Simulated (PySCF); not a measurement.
A structure optimised at B3LYP-D3(BJ)/def2-SVP, used in a PySCF frequency run:

```
O
B 1 1.3652
N 2 1.4035 1 119.30
H 3 1.0104 2 122.87 1 -178.88
H 3 1.0135 4 114.64 2 -179.30
C 1 1.4143 2 122.16 3 -176.51
H 6 1.1035 1 107.47 2 -141.05
H 6 1.1055 7 107.33 1 -118.64
H 2 1.2137 1 121.01 6 3.76
C 6 1.5207 7 110.11 8 -120.02
H 10 1.1013 6 110.52 7 -62.85
H 10 1.1019 11 108.06 6 121.30
H 10 1.1020 11 108.44 12 117.15
```
Charge 0, spin multiplicity 1.

Write its SMILES and formula.

CCOBN, C2H8BNO

What are its rotational constants (standard atomic weights)?

16.389, 2.3517, 2.2830 GHz
